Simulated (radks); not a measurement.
Initial-state core-level shifts of neutral gadolinium when its valence configuration changes from [Xe] 4f7 5d1 6s2. Method: Dirac Kohn-Sham, LDA (Slater exchange, Perdew-Wang correlation), spin-unpolarised, spherical densities, point nucleus; open shells fill j = l - 1/2 first; computed with a radial shooting solver on a logarithmic mesh with Libxc functionals. Shifts are changes of the shell-averaged eigenvalues in eV (positive: less bound).

| valence | 2s | 3p | 3d | 4s |
|---|---|---|---|---|
| 4f7 5d1 6p2 | -2.196 | -2.191 | -2.191 | -2.199 |
| 4f7 5d0.5 6s2 6p0.5 | -1.541 | -1.515 | -1.521 | -1.522 |
| 4f8 5d1 6s1 | +7.612 | +8.387 | +8.312 | +8.070 |
| 4f6.5 5d1.5 6s2 | -3.736 | -4.244 | -4.193 | -3.964 |
| 4f7 5d2 6s1 | +1.500 | +1.467 | +1.476 | +1.480 |
| 4f7 5d1.5 6s1.5 | +0.817 | +0.798 | +0.803 | +0.805 |
| 4f6 5d1 6s2 6p1 | -11.144 | -12.167 | -12.073 | -11.527 |
| 4f7 5d1 6s1 6p1 | -1.141 | -1.139 | -1.139 | -1.142 |
